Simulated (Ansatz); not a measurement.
**Worked example: the step energy**

An elementary step of SiH2Cl3F, closed shell (SiHCl₂F ([F][SiH]([Cl])[Cl]) + HCl → SiHCl₃ ([Cl][SiH]([Cl])[Cl]) + HF; Si–F, H–Cl broken or loosened, Si–Cl, F–H formed or tightened). “Start” and “end” are the PBE0-D4/def2-TZVP structures reached by relaxing down either side of its saddle point, with the molecules still in contact.

Program: Ansatz 0.2.0. Basis: def2-TZVPP and def2-QZVPP. Cores are frozen in the correlated methods.

Energies in eV:

| quantity | end | start |
| --- | --- | --- |
| Hartree–Fock, triple zeta (X = 3) | -48117.66376 | -48118.32388 |
| Hartree–Fock, quadruple zeta (X = 4) | -48119.07809 | -48119.75771 |
| MP2 correlation, X = 3 | -26.01338 | -25.79817 |
| MP2 correlation, X = 4 | -28.62623 | -28.37172 |
| CCSD(T) correlation, X = 3 | -28.53972 | -28.38956 |

(1) Work out the step energy at the basis limit: extrapolate Hartree–Fock as E(X) = E∞ + A exp(−7.88 √X) and the MP2 correlation as E(X) = E∞ + B X^−2.97 (the exponents that Neese and Valeev fitted for def2-TZVPP and QZVPP), then add CCSD(T) − MP2 in triple zeta.

The T1 diagnostic stays at or below 0.011.

Answers

(1) Each step is linear, so take the differences first (end − start): Hartree–Fock 0.66012 (X = 3) and 0.67962 (X = 4); MP2 correlation -0.21521 and -0.25451; CCSD(T) correlation -0.15016.
Two points give E∞ = E(4) + w [E(4) − E(3)], with w = 1/(exp(7.88 (2 − √3)) − 1) = 0.1377 for Hartree–Fock and w = 1/((4/3)^2.97 − 1) = 0.7407 for the correlation.
Hartree–Fock: 0.67962 + 0.1377 × 0.01950 = 0.6823 eV.
MP2 correlation: -0.25451 + 0.7407 × (-0.03930) = -0.2836 eV.
CCSD(T) − MP2: -0.15016 − (-0.21521) = 0.0651 eV.
Sum: 0.6823 + (-0.2836) + 0.0651 = 0.4638 eV, or 10.70 kcal/mol. Plain CCSD(T) in triple zeta gives 0.5100 eV, so the larger basis shifts the result by -0.0462 eV.

Labels in which every atom is bracketed show which atoms are joined, not bond orders.

For scale, one of the runs: CCSD(T)/def2-TZVPP, 227 basis functions, launched by `ansatz run in.yaml --threads 4 --pin off --events-out ev --progress --plain --max-ram 9574MiB`. Time: 3.6 min of wall clock on 4 CPU threads of an AMD EPYC; the host was shared. Peak host memory: 3.4 GiB.
